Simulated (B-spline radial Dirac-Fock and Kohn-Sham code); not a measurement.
**The K (1s) hole of cadmium ions: width and yield against charge**

The computed values come from a radial atomic solver: independent-particle radiative and Coulomb Auger rates from relativistic LDA hole-state orbitals, with Dirac-Fock energies. Tabulated ground configurations, configuration averages; single configurations, so decays that open only by mixing (as 1s 2s² with 1s 2p² in Be-like ions) are missing and such tiny yields are far too low.

| ion | configuration | radiative (eV) | non-radiative (eV) | yield |
| --- | --- | --- | --- | --- |
| Cd | [Kr] 4d10 5s2 | 5.99 | 1.14 | 0.841 |
| Cd⁺ | [Kr] 4d10 5s1 | 5.99 | 1.14 | 0.841 |
| Cd²⁺ | [Kr] 4d10 | 5.99 | 1.13 | 0.841 |
| Cd³⁺ | [Kr] 4d9 | 6.00 | 1.14 | 0.841 |
| Cd⁴⁺ | [Kr] 4d8 | 6.00 | 1.14 | 0.841 |
| Cd⁵⁺ | [Kr] 4d7 | 6.01 | 1.14 | 0.841 |
| Cd⁶⁺ | [Kr] 4d6 | 6.01 | 1.14 | 0.841 |
| Cd⁷⁺ | [Kr] 4d5 | 6.02 | 1.14 | 0.841 |
